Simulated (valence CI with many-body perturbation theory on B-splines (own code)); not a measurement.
E1 transitions of Ir4+

Calculated by valence CI with perturbative core correlation (CI+MBPT): five valence electrons over a frozen Dirac-Fock core [Xe] 4f14, a basis of 7 s, 7 p, 8 d, 6 f, 4 g, 1 h functions for each j, with the one-electron correlation potential Σ1, the two-electron term Σ2, the three-electron term Σ3, Breit, model QED; selected CI, second order for the rest, scaled by the run's own slope (own B-spline code, finite nucleus).

No measured spectrum was set against this ion. As an estimate, terms of the open shell hold to 2 to 4 % of their energy, and close levels can change places; different configurations can be misplaced against each other by 1,000 to 8,000 cm⁻¹. Among the levels kept, up to 2200 cm⁻¹ of a level comes from second order outside the variational space, and about a tenth of that is noise between levels of different J, which matters for small intervals.

Lines 101 to 150 of 551 in falling wavelength, among levels below 208180 cm⁻¹, chosen from the strongest by gf and those to the six lowest levels. Wavelengths and rates use the calculated energies, so an error of 2000 cm⁻¹ moves a line at 1337 Å by 2.7 % and its rate by three times that or more. Electric multipoles are in the length gauge, E1 and E2 with the static RPA response of the core. Weak lines are less certain than strong ones. Lines between different terms over intervals too small for the method are left out, as are lines whose strength nearly cancels. Where a level lies close to another of its J and parity, the split of strength between their lines is uncertain. The highest levels of a list are the least certain.

Names give the largest LS component (configuration and term), which can be under half, so a name can repeat, a term be missing and a line seem to break the LS rules; names also repeat where a configuration has a term twice. Letters in brackets count levels of one name in rising energy.

```csv
λ vac (Å),Upper,Lower,A (s⁻¹),log gf,Branch %
1337,5d4 6p 6D°_9/2,5d4 6s 4H_9/2 [b],7.83e+07,-0.68,3.2
1336,5d4 6p 4F°_9/2 [a],5d4 6s 6D_7/2,1.17e+08,-0.50,11.8
1336,5d4 6p 6P°_5/2,5d4 6s 6D_7/2,6.67e+08,0.03,18.3
1332,5d4 6p 4G°_5/2 [d],5d4 6s 2G_7/2 [a],1.47e+08,-0.63,5.0
1332,5d4 6p 4D°_3/2 [e],5d4 6s 4D_1/2 [b],2.69e+08,-0.54,6.6
1331,5d4 6p 4D°_7/2 [b],5d4 6s 2H_9/2,1.34e+08,-0.54,3.1
1326,5d4 6p 4F°_9/2 [d],5d4 6s 2G_7/2 [b],1.12e+08,-0.53,3.0
1323,5d4 6p 4F°_9/2 [b],5d4 6s 4H_9/2 [b],7.76e+07,-0.69,1.1
1320,5d4 6p 6F°_3/2,5d4 6s 6D_1/2,2.33e+08,-0.61,22.5
1319,5d4 6p 4F°_7/2 [a],5d4 6s 4D_7/2 [a],1.22e+08,-0.59,4.2
1318,5d4 6p 6F°_7/2,5d4 6s 6D_5/2,1.97e+08,-0.39,18.3
1316,5d4 6p 2H°_11/2 [a],5d4 6s 4G_9/2,1.05e+08,-0.48,3.0
1315,5d4 6p 2F°_7/2 [c],5d4 6s 2G_9/2 [a],1.97e+08,-0.39,5.4
1313,5d4 6p 4D°_5/2 [c],5d4 6s 4D_3/2 [b],1.40e+08,-0.66,3.2
1312,5d4 6p 6F°_5/2,5d4 6s 6D_3/2,2.35e+08,-0.44,22.2
1311,5d4 6p 2F°_7/2 [a],5d4 6s 4G_7/2,1.38e+08,-0.55,5.8
1310,5d4 6p 2H°_11/2 [c],5d4 6s 2H_11/2,8.75e+07,-0.57,1.0
1301,5d4 6p 2H°_11/2 [c],5d4 6s 2G_9/2 [a],7.91e+07,-0.62,0.9
1297,5d4 6p 4G°_9/2 [a],5d4 6s 2I_11/2,2.69e+08,-0.17,4.4
1294,5d4 6p 2K°_13/2,5d4 6s 2I_11/2,2.58e+08,-0.04,16.6
1287,5d4 6p 4F°_3/2 [a],5d4 6s 4D_1/2 [a],2.93e+08,-0.54,11.4
1283,5d4 6p 4F°_5/2 [d],5d4 6s 4G_5/2,2.31e+08,-0.47,5.0
1278,5d4 6p 6D°_3/2,5d4 6s 4D_3/2 [a],4.37e+08,-0.37,9.9
1275,5d4 6p 4G°_9/2 [a],5d4 6s 4G_9/2,8.60e+07,-0.68,1.4
1275,5d4 6p 2H°_9/2 [b],5d4 6s 2G_9/2 [a],1.38e+08,-0.47,4.0
1274,5d4 6p 4P°_5/2 [a],5d4 6s 4D_5/2 [a],1.82e+08,-0.58,5.5
1274,5d4 6p 2H°_9/2 [a],5d4 6s 4G_11/2,9.10e+07,-0.65,1.2
1273,5d4 6p 4F°_5/2 [b],5d4 6s 4D_3/2 [a],3.48e+08,-0.29,7.1
1271,5d4 6p 2H°_9/2 [a],5d4 6s 2G_7/2 [a],2.36e+08,-0.24,3.0
1268,5d4 6p 4F°_9/2 [b],5d4 6s 4G_7/2,1.53e+08,-0.43,2.2
1268,5d4 6p 6D°_9/2,5d4 6s 4D_7/2 [a],2.10e+08,-0.30,8.5
1264,5d4 6p 4G°_7/2 [a],5d4 6s 4G_5/2,3.86e+08,-0.13,11.0
1260,5d4 6p 4F°_7/2 [b],5d4 6s 4D_5/2 [b],1.43e+08,-0.57,2.6
1259,5d4 6p 2G°_7/2 [b],5d4 6s 4D_7/2 [b],1.42e+08,-0.57,2.8
1255,5d4 6p 4F°_9/2 [b],5d4 6s 4D_7/2 [a],1.02e+08,-0.62,1.5
1254,5d4 6p 6D°_7/2 [b],5d4 6s 4D_5/2 [a],1.65e+08,-0.51,5.2
1253,5d4 6p 4D°_7/2 [a],5d4 6s 4D_7/2 [a],1.73e+08,-0.49,2.6
1250,5d4 6p 2H°_11/2 [c],5d4 6s 2I_13/2,1.60e+08,-0.35,1.7
1247,5d4 6p 2G°_9/2 [b],5d4 6s 2G_9/2 [a],8.97e+07,-0.68,2.3
1244,5d4 6p 4H°_11/2 [a],5d4 6s 4H_9/2 [b],4.96e+08,0.14,23.8
1243,5d4 6p 4G°_11/2 [a],5d4 6s 4H_9/2 [a],9.17e+07,-0.59,2.0
1236,5d4 6p 4D°_3/2 [c],5d4 6s 4D_5/2 [a],4.32e+08,-0.40,12.2
1235,5d4 6p 4P°_5/2 [a],5d4 6s 4H_7/2,1.57e+08,-0.67,4.7
1233,5d4 6p 2P°_3/2 [a],5d4 6s 2D_3/2 [a],3.06e+08,-0.55,11.5
1233,5d4 6p 4D°_7/2 [c],5d4 6s 2G_7/2 [a],1.51e+08,-0.56,2.7
1232,5d4 6p 4D°_1/2 [d],5d4 6s 4D_1/2 [b],6.58e+08,-0.52,24.0
1229,5d4 6p 2G°_7/2 [d],5d4 6s 2F_5/2 [a],1.62e+08,-0.53,3.3
1228,5d4 6p 2F°_7/2 [e],5d4 6s 2G_9/2 [a],2.28e+08,-0.39,5.8
1225,5d4 6p 2G°_7/2 [b],5d4 6s 4G_9/2,1.36e+08,-0.61,2.7
1222,5d4 6p 4F°_9/2 [d],5d4 6s 2H_9/2,5.80e+08,0.11,15.7
```
